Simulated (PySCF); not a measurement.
# Excitation energy of B⁺ by level of theory

B⁺ [He] 2s2 (1S) → B⁺ [He] 2s1 3s1 (3S), as a difference of total energies. All numbers are calculated (PySCF 2.14, scalar relativity by spin-free X2C-1e, in x2c-TZVPPall with one added diffuse shell each of s, p, d type (6s4p3d1f, 40 functions)). Correlated levels: valence and next inner shell: nothing frozen. The calculations carry no spin-orbit coupling.

```json
{"method": "UHF", "excitation energy (eV)": "14.628"}
{"method": "MP2 (valence and next inner shell)", "excitation energy (eV)": "15.518"}
{"method": "SCS-MP2 (valence and next inner shell)", "excitation energy (eV)": "15.769"}
{"method": "CCSD (valence and next inner shell)", "excitation energy (eV)": "16.014"}
{"method": "CCSD(T) (valence and next inner shell)", "excitation energy (eV)": "16.019"}
```

How much does correlation contribute at CCSD(T) (valence and next inner shell)?

16.019 − (14.628) = 1.391 eV, measured against UHF.

Errors of the correlated levels include the incompleteness of this basis.

For comparison: 16.090 eV (measured; NIST levels).
